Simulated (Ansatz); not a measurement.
A nudged elastic band was laid between two geometries of GeH2S (4 atoms, charge 0, multiplicity 1).

Level of theory: Ansatz 0.2.0, RKS B3LYP-D4/def2-SVP.

* movable images: 3
* climbing image: yes
* spring: 5.0 eV/Å²
* optimiser: quadratic models (default)
* start path: through a guess of the saddle point
* force threshold: 0.05 eV/Å
* iteration limit: 60
* end points: relaxed

Image 0:

```xyz
4
Properties=species:S:1:pos:R:3
S -0.445 -1.218 0.273
Ge -0.849 0.751 -0.750
H 0.784 -0.974 0.786
H 0.566 1.381 -0.330
```

Image 4:

```xyz
4
Properties=species:S:1:pos:R:3
S -1.564 -1.147 -0.315
Ge 0.072 0.027 0.006
H 1.315 -0.409 0.817
H 0.232 1.469 -0.529
```

Which bonds break or form, and what moves?

Bonds broken: S1–H3. Bonds formed: Ge2–H3.

What energy profile does the band end with?

The run converged. The highest image is number 3 of 0 to 4, 219.9 kJ/mol above the first end and 190.9 kJ/mol above the last; the last end lies 28.9 kJ/mol above the first. The profile has 2 maxima (images 1, 3) with wells between them (image 2): this band takes more than one step, which may be the mechanism or a detour left from its start path. Neighbouring images differ by up to 2.1 eV, so the band resolves the path poorly. Another band between the same ends (7 images) ends at a top of the same energy, where a vibrational analysis finds 1 clearly imaginary mode. So few images can step over the top or miss a turn of the path. The orbitals stay closed-shell, which can raise the energy where a bond breaks towards radicals; this wasn't checked here.

```json
{"image": "0", "path coordinate (Å)": "0.00", "energy (kJ/mol)": "0.0", "S1–H3 (Å)": "1.35", "Ge2–H3 (Å)": "2.83"}
{"image": "1", "path coordinate (Å)": "1.02", "energy (kJ/mol)": "64.7", "S1–H3 (Å)": "1.36", "Ge2–H3 (Å)": "2.70"}
{"image": "2", "path coordinate (Å)": "2.04", "energy (kJ/mol)": "13.9", "S1–H3 (Å)": "1.36", "Ge2–H3 (Å)": "2.36"}
{"image": "3", "path coordinate (Å)": "3.05", "energy (kJ/mol)": "219.9", "S1–H3 (Å)": "1.99", "Ge2–H3 (Å)": "1.61"}
{"image": "4", "path coordinate (Å)": "4.24", "energy (kJ/mol)": "28.9", "S1–H3 (Å)": "3.18", "Ge2–H3 (Å)": "1.55"}
```

What is the geometry of the highest image?


```xyz
4
Properties=species:S:1:pos:R:3
S -1.118 -1.086 0.335
Ge 0.380 0.212 -0.542
H 0.851 -0.904 0.522
H -0.058 1.717 -0.334
```

Run time: 48 s on 1 thread of Intel(R) Xeon(R) 6975P-C (Granite Rapids) (shared host), peak memory 0.13 GiB.
